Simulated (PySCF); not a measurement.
C6H6F2O.
Numbering: `[F:1][CH:2]([F:3])[C:4]1=[CH:5][CH2:6][CH:7]=[CH:8][O:9]1` (hydrogens: H10 on C2; H11 on C5; H12, H13 on C6; H14 on C7; H15 on C8)

Cartesian coordinates in Å at the PBE0-D3(BJ)/def2-SVP level; atoms count from 1:
```
atom  x, y, z in Å
F1     2.7312    0.5109    1.2621
C2     2.3078    0.1103    0.0432
F3     2.8026   -1.1207   -0.1892
C4     0.8091    0.0913   -0.0009
C5     0.0624   -1.0094   -0.1075
C6    -1.4355   -0.9599   -0.1314
C7    -1.8904    0.4652   -0.0090
C8    -1.0358    1.4848    0.0885
O9     0.3209    1.3580    0.0879
H10    2.7213    0.8114   -0.7040
H11    0.5819   -1.9662   -0.1764
H12   -1.8244   -1.4195   -1.0607
H13   -1.8546   -1.5783    0.6856
H14   -2.9585    0.6924    0.0035
H15   -1.3338    2.5300    0.1794
```

All values: wB97X-D/def2-SVPD (PySCF, non-relativistic), on one gas-phase PBE0-D3(BJ)/def2-SVP geometry that isn't relaxed in the solvent. The solvent is an IEF-PCM continuum (cavity from Bondi-type radii × 1.2), and excitations are vertical TDDFT with non-equilibrium linear response and a frozen core. Specific hydrogen bonds and non-electrostatic terms are outside this model.

| run | E − E(gas) (kcal/mol) | HOMO (eV) | HOMO–LUMO gap (eV) | dipole (D) | lowest singlet (eV) | static polarisability (au) |
| --- | --- | --- | --- | --- | --- | --- |
| gas | 0.00 | -8.31 | 9.66 | 2.58 | 5.07 | 72.4 |
| P | -4.24 | -8.19 | 9.65 | 3.22 | 5.04 | 95.6 |
| Q | -3.80 | -8.19 | 9.65 | 3.15 | 5.03 | 92.7 |

Question: The runs were made in acetone and dichloromethane. Which run belongs to which solvent?

Answer: P = acetone, Q = dichloromethane. The dielectric constants are 8.93 (dichloromethane), 20.49 (acetone), and the energy falls further as ε rises. The optical constants n² used for the excitations are 2.03, 1.85 in the same order. In this model the ground state sees the solvent through ε alone.

Question: How constant is the ratio of the lowering to (ε − 1)/(2ε + 1)?

Answer: 
| solvent | (ε − 1)/(2ε + 1) | E − E(gas) (kcal/mol) | ratio (kcal/mol) | polarisation term (kcal/mol) |
| --- | --- | --- | --- | --- |
| dichloromethane | 0.420 | -3.80 | -9.0 | -4.28 |
| acetone | 0.464 | -4.24 | -9.1 | -4.85 |

The ratio changes by +1.1 % in size from dichloromethane to acetone. The polarisation term is half the interaction of the solute with the induced surface charges.

Note: wB97X-D ran without an empirical dispersion term, which enters the total energy and its gradient alone.
